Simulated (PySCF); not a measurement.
# Atomic charges against the basis set

Species: C3H10BN.
Cartesian coordinates in Å at the PBE0-D3(BJ)/def2-SVP level; atoms count from 1:
```
atom  x, y, z in Å
C1    -0.8363   -1.1293    0.2784
C2     0.3787   -0.2116    0.1283
C3     0.0656    0.9585   -0.8080
B4     1.6211   -1.0253   -0.4202
N5     2.8263   -1.1119    0.2717
H6    -1.7119   -0.5810    0.6656
H7    -1.1239   -1.5644   -0.6931
H8    -0.6394   -1.9671    0.9666
H9     0.6225    0.2031    1.1257
H10   -0.8122    1.5301   -0.4605
H11    0.9095    1.6623   -0.8858
H12   -0.1584    0.6009   -1.8270
H13    1.5450   -1.6016   -1.4888
H14    3.6284   -1.6224   -0.0729
H15    2.9811   -0.6651    1.1672
```

PBE0 throughout (PySCF), one geometry, spherical d and f functions. Geometry: PBE0-D3(BJ)/def2-SVP, one conformer, isolated molecule. Atoms taken as equivalent share a column and are averaged. The first 7 of 8 kinds of atom are listed.

Mulliken charges (e):

```
        basis  functions   C1/C3      C2      B4      N5  H6 (×6)      H9     H13
       STO-3G         35  -0.228  -0.151  +0.243  -0.455   +0.070  +0.053  -0.071
        6-31G         65  -0.491  -0.329  +0.469  -0.834   +0.158  +0.134  -0.060
     pcSseg-0         65  -0.597  -0.795  +0.601  -0.823   +0.221  +0.227  +0.015
       6-31G*         90  -0.532  -0.247  +0.294  -0.766   +0.167  +0.134  -0.045
      cc-pVDZ        120  -0.062  -0.165  -0.066  -0.007   +0.036  -0.005  -0.038
     def2-SVP        120  -0.061  -0.190  -0.049  -0.098   +0.036  +0.017  -0.036
     pcSseg-1        135  -0.255  -0.502  +0.320  -0.446   +0.111  +0.101  -0.012
6-311+G(2d,p)        195  -0.579  -0.032  +0.394  -0.611   +0.145  +0.077  -0.024
  aug-cc-pVDZ        205  +0.547  +0.075  -0.325  -0.052   -0.172  -0.401  +0.703
    def2-TZVP        215  -0.378  -0.085  +0.064  -0.462   +0.118  +0.057  -0.010
     IGLO-III        275  -0.400  -0.190  +0.373  -0.519   +0.119  +0.092  -0.086
      cc-pVTZ        290  -0.293  -0.081  -0.001  -0.235   +0.093  +0.056  -0.019
     pcSseg-2        320  -0.086  -0.172  +0.348  -0.435   +0.033  -0.006  -0.091
```

IAO charges (e):

```json
{"basis": "STO-3G", "functions": "35", "C1/C3": "-0.380", "C2": "-0.246", "B4": "+0.138", "N5": "-0.443", "H6 (×6)": "+0.126", "H9": "+0.116", "H13": "-0.012"}
{"basis": "6-31G", "functions": "65", "C1/C3": "-0.417", "C2": "-0.230", "B4": "+0.132", "N5": "-0.527", "H6 (×6)": "+0.137", "H9": "+0.116", "H13": "-0.013"}
{"basis": "pcSseg-0", "functions": "65", "C1/C3": "-0.405", "C2": "-0.249", "B4": "+0.113", "N5": "-0.485", "H6 (×6)": "+0.134", "H9": "+0.120", "H13": "-0.015"}
{"basis": "6-31G*", "functions": "90", "C1/C3": "-0.396", "C2": "-0.229", "B4": "+0.147", "N5": "-0.524", "H6 (×6)": "+0.130", "H9": "+0.111", "H13": "-0.020"}
{"basis": "cc-pVDZ", "functions": "120", "C1/C3": "-0.396", "C2": "-0.227", "B4": "+0.125", "N5": "-0.512", "H6 (×6)": "+0.129", "H9": "+0.112", "H13": "-0.015"}
{"basis": "def2-SVP", "functions": "120", "C1/C3": "-0.385", "C2": "-0.228", "B4": "+0.128", "N5": "-0.503", "H6 (×6)": "+0.126", "H9": "+0.109", "H13": "-0.019"}
{"basis": "pcSseg-1", "functions": "135", "C1/C3": "-0.395", "C2": "-0.233", "B4": "+0.132", "N5": "-0.519", "H6 (×6)": "+0.130", "H9": "+0.113", "H13": "-0.015"}
{"basis": "6-311+G(2d,p)", "functions": "195", "C1/C3": "-0.410", "C2": "-0.235", "B4": "+0.137", "N5": "-0.544", "H6 (×6)": "+0.135", "H9": "+0.117", "H13": "-0.015"}
{"basis": "aug-cc-pVDZ", "functions": "205", "C1/C3": "-0.408", "C2": "-0.232", "B4": "+0.133", "N5": "-0.541", "H6 (×6)": "+0.134", "H9": "+0.116", "H13": "-0.014"}
{"basis": "def2-TZVP", "functions": "215", "C1/C3": "-0.409", "C2": "-0.236", "B4": "+0.139", "N5": "-0.542", "H6 (×6)": "+0.135", "H9": "+0.117", "H13": "-0.015"}
{"basis": "IGLO-III", "functions": "275", "C1/C3": "-0.411", "C2": "-0.236", "B4": "+0.138", "N5": "-0.546", "H6 (×6)": "+0.135", "H9": "+0.117", "H13": "-0.015"}
{"basis": "cc-pVTZ", "functions": "290", "C1/C3": "-0.410", "C2": "-0.236", "B4": "+0.137", "N5": "-0.540", "H6 (×6)": "+0.135", "H9": "+0.117", "H13": "-0.015"}
{"basis": "pcSseg-2", "functions": "320", "C1/C3": "-0.410", "C2": "-0.236", "B4": "+0.140", "N5": "-0.545", "H6 (×6)": "+0.135", "H9": "+0.117", "H13": "-0.016"}
```

Hirshfeld charges (e):

| basis | functions | C1/C3 | C2 | B4 | N5 | H6 (×6) | H9 | H13 |
| --- | --- | --- | --- | --- | --- | --- | --- | --- |
| STO-3G | 35 | -0.041 | -0.049 | +0.114 | -0.179 | +0.009 | -0.002 | -0.089 |
| 6-31G | 65 | -0.099 | -0.076 | +0.111 | -0.219 | +0.030 | +0.019 | -0.076 |
| pcSseg-0 | 65 | -0.101 | -0.076 | +0.110 | -0.213 | +0.030 | +0.016 | -0.080 |
| 6-31G* | 90 | -0.099 | -0.079 | +0.110 | -0.220 | +0.030 | +0.021 | -0.076 |
| cc-pVDZ | 120 | -0.108 | -0.089 | +0.115 | -0.219 | +0.033 | +0.024 | -0.078 |
| def2-SVP | 120 | -0.110 | -0.091 | +0.118 | -0.223 | +0.034 | +0.024 | -0.078 |
| pcSseg-1 | 135 | -0.114 | -0.094 | +0.132 | -0.232 | +0.035 | +0.025 | -0.074 |
| 6-311+G(2d,p) | 195 | -0.115 | -0.103 | +0.133 | -0.237 | +0.037 | +0.029 | -0.069 |
| aug-cc-pVDZ | 205 | -0.122 | -0.103 | +0.134 | -0.238 | +0.038 | +0.030 | -0.068 |
| def2-TZVP | 215 | -0.118 | -0.100 | +0.132 | -0.237 | +0.037 | +0.029 | -0.070 |
| IGLO-III | 275 | -0.122 | -0.102 | +0.135 | -0.239 | +0.038 | +0.030 | -0.068 |
| cc-pVTZ | 290 | -0.118 | -0.097 | +0.131 | -0.236 | +0.037 | +0.028 | -0.072 |
| pcSseg-2 | 320 | -0.123 | -0.101 | +0.136 | -0.241 | +0.038 | +0.030 | -0.069 |

Some averages cover members that differ in this geometry, most widely: H6 (×6), Mulliken in aug-cc-pVDZ -0.220 to -0.120 e.

Which scheme is steadiest as the basis changes?

Largest range over the bases for any column: Hirshfeld 0.08 e, IAO 0.10 e, Mulliken 1.14 e. Hirshfeld charges move least and Mulliken charges most, counted in e. Without the minimal STO-3G basis the ranges are Hirshfeld 0.03, IAO 0.06, Mulliken 1.14 e.

How much do the charges still move between the two largest bases, cc-pVTZ and pcSseg-2?

At most, over all atoms: Mulliken 0.348 e, IAO 0.004 e, Hirshfeld 0.005 e.

What do the same runs give for the total energy, the frontier levels and the dipole moment?

| basis | energy (Eh) | HOMO (eV) | LUMO (eV) | μ (D) |
| --- | --- | --- | --- | --- |
| STO-3G | -197.3197 | -6.19 | 4.34 | 2.04 |
| 6-31G | -199.6872 | -7.69 | 1.23 | 1.91 |
| pcSseg-0 | -199.2945 | -7.95 | 1.07 | 2.04 |
| 6-31G* | -199.7272 | -7.68 | 1.22 | 1.91 |
| cc-pVDZ | -199.7451 | -7.77 | 0.98 | 1.94 |
| def2-SVP | -199.5943 | -7.82 | 0.96 | 1.96 |
| pcSseg-1 | -199.7127 | -7.94 | 0.77 | 1.85 |
| 6-311+G(2d,p) | -199.7962 | -7.94 | 0.07 | 1.73 |
| aug-cc-pVDZ | -199.7598 | -7.91 | -0.13 | 1.71 |
| def2-TZVP | -199.8096 | -7.91 | 0.66 | 1.77 |
| IGLO-III | -199.8184 | -7.93 | 0.50 | 1.72 |
| cc-pVTZ | -199.8075 | -7.89 | 0.72 | 1.80 |
| pcSseg-2 | -199.8135 | -7.93 | 0.55 | 1.74 |

The dipole is fixed by the density alone, so its range of 0.33 D shows that the density itself changes with the basis, not only its division among atoms.
